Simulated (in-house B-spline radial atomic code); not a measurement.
## Ar V (Ar4+): [Ne] 3s2 3p2

All numbers are computed (non-relativistic wB97X, spin-polarised, spherical fractional occupations; point nucleus) with a B-spline radial code for spherical atoms, not measured.

Z_r = [3n² - l(l+1)]/(2<r>); Z_e = n√(-2ε); the last column is Slater's effective charge. Values are occupation-weighted means over spin.

```
shell  electrons   ε (eV)  <r> (bohr)    Z_r    Z_e  Slater
   1s          2  -3201.3     0.08615  17.41  15.34   17.70
   2s          2  -373.22      0.4141  14.49  10.47   13.85
   2p          6   -306.8      0.3753  13.32   9.50   13.85
   3s          2  -86.032       1.261  10.71   7.54    8.15
   3p          2  -68.456        1.33   9.40   6.73    8.15
```

The least bound orbital is 3p up at -68.46 eV, and it is also the most diffuse (<r> = 1.33 bohr).

Caution: exact exchange at fractional occupations of open shells leaves self-interaction of up to several eV.
